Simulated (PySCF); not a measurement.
C₅H₉NOSi.
Z-matrix (Å and degrees, GFN2-xTB geometry), rows numbered from 1:
```
C 
C   1  1.3176
C   2  1.5066  1  129.52
N   3  1.4594  2   95.59  1   170.73
Si  4  1.7296  3   98.45  2    10.69
C   5  1.9214  2  120.90  1   -64.54
C   6  1.5021  5  117.44  2   -52.58
O   6  1.2095  5  119.77  2   126.41
H   1  1.0772  2  121.66  3  -179.91
H   1  1.0806  2  122.10  3     0.29
H   3  1.0943  2  114.82  1    53.26
H   3  1.0952  2  111.89  1   -71.24
H   4  1.0067  3  119.39  2   164.91
H   5  1.4650  2  115.81  1    69.71
H   7  1.0884  6  108.44  5    60.44
H   7  1.0879  6  111.47  5  -178.32
H   7  1.0877  6  108.88  5   -56.32
```

Definitions: NICS(0) = −σiso at the ring centroid; NICS(1) = −σiso and NICS(1)zz = −σzz at ±1 Å along the ring normal z. Level: GIAO PBE0/pcSseg-1 (PySCF, non-relativistic, gas phase) on the GFN2-xTB geometry, one conformer.

Ring bond lengths (Å), with Mayer bond orders in brackets: C2–C3 1.507 (1.01), C3–N4 1.459 (0.98), N4–Si5 1.730 (1.00), Si5–C2 1.896 (0.82).

Problem. Give the NICS values of each ring in ppm.

Solution. 
```csv
ring,type,NICS(0),"NICS(1), two faces","NICS(1)zz, two faces",rms pucker (Å),"centre to ring atoms, mean (Å)"
C2–C3–N4–Si5,4-membered ring with N and Si; formal bonds all single,0.1,-0.4 / -0.2,0.3 / 1.3,0.07,1.16
```

Problem. What can be read from them?

Solution. 
- C2–C3–N4–Si5: mean NICS(1)zz 0.8 ppm, near zero. C3, Si5 have four or more neighbours, and the NICS criterion for π rings isn't applied.

Problem. What field does 7.05 T along the ring normal induce along that normal at the second NICS(1) probe listed for ring C2–C3–N4–Si5, 1 Å off the ring?

Solution. NICSzz × B0 = 1.3 ppm × 7.05 T = 9 μT, along the applied field.

Problem. What are the shieldings of the ring atoms and their hydrogens in the same run (means over atoms taken as equivalent)?

Solution. 
```json
{"atoms": "C2", "environment": "fully substituted alkene carbon", "σ isotropic (ppm)": "26.3"}
{"atoms": "C3", "environment": "sp3 carbon bound to nitrogen", "σ isotropic (ppm)": "126.7"}
{"atoms": "N4", "environment": "silicon-bound nitrogen", "σ isotropic (ppm)": "233.0"}
{"atoms": "Si5", "environment": "SiH silicon", "σ isotropic (ppm)": "378.5"}
{"atoms": "H11", "environment": "methylene hydrogen", "σ isotropic (ppm)": "27.13"}
{"atoms": "H12", "environment": "methylene hydrogen", "σ isotropic (ppm)": "26.97"}
{"atoms": "H13", "environment": "N–H hydrogen", "σ isotropic (ppm)": "30.97"}
{"atoms": "H14", "environment": "Si–H hydrogen", "σ isotropic (ppm)": "26.41"}
```
